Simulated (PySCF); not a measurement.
Job for PySCF: R-HF/3-21G on BrH3SiSn (SMILES [SiH3][Sn][Br]), a point of a torsion scan.

```python
from pyscf import gto, scf, dft, mp
from pyscf.data.elements import chemcore

mol = gto.M(
    atom='''
    Si   -0.74391159    0.03938585   -0.00462903
    Sn    1.51846691    1.40141488   -0.13672686
    Br    2.96466589   -0.49159212    0.73011414
    H    -1.08197041   -0.42765082    1.35327213
    H    -1.94225906    0.78732155   -0.43662554
    H    -0.75879757   -1.17663599   -0.83972318
    ''',
    basis='3-21g',
    charge=0, spin=0, verbose=3, max_memory=1800)
mf = scf.RHF(mol)
mf.conv_tol = 1e-8
mf.max_cycle = 100
mf.kernel()
if not mf.converged:
    mf = mf.newton().run(mf.mo_coeff, mf.mo_occ)
```

The log:

```
converged SCF energy = -8845.49711469653
```

Self-consistency was reached.

Cost: around 1.4 core-seconds (rough).
